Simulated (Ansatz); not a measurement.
Stepwise reaction of `C[CH2][Sn][CH2]C` with ammonia, as a gas-phase model of exchange steps in deposition or etching. ΔE in kJ/mol; ΔG adds harmonic PBE0-D4 terms to CCSD(T)/CBS, at 1 bar.

Program: Ansatz. Geometries: PBE0-D4/def2-TZVP. ΔE: electronic, gas phase. CBS: MP2 limit from def2 TZ/QZ plus the TZ coupled-cluster correction, frozen cores. This one scheme is used for every species. DFT in def2-TZVPP. B3LYP here is the variant with VWN-RPA as its local correlation; programs differ in this. def2 core potentials past Kr. For Sn outer-core shells are correlated without core-valence functions, which leaves a few kJ/mol of doubt a bond. Each species was taken in one conformer, which may not be the lowest.

| step | reaction | PBE-D4 | B3LYP-D4 | ωB97M-V | CCSD(T)/CBS | ΔG(500 K) |
| --- | --- | --- | --- | --- | --- | --- |
| 1 | `C[CH2][Sn][CH2]C` + NH₃ → `C[CH2][Sn][NH2]` + `CC` | -87.2 | -89.2 | -85.8 | -82.7 | -80.8 |
| 2 | `C[CH2][Sn][NH2]` + NH₃ → `[NH2][Sn][NH2]` + `CC` | -67.1 | -72.1 | -71.5 | -67.6 | -65.1 |

(1) By hand: ΔE of the 2 steps together at CCSD(T)/CBS.

## Answers

(1) (-82.7) + (-67.6) = -150.3 kJ/mol, or -75.2 kJ/mol a step.

In ΔE each step is higher than the one before. All are downhill at CCSD(T)/CBS. ΔG lies between -80.8 and -65.1 kJ/mol a step. PBE-D4 differs from CCSD(T)/CBS by -4.5 to 0.5 kJ/mol a step. Isolated molecules leave out the surface, adducts and barriers. Largest T1 diagnostic: 0.016.
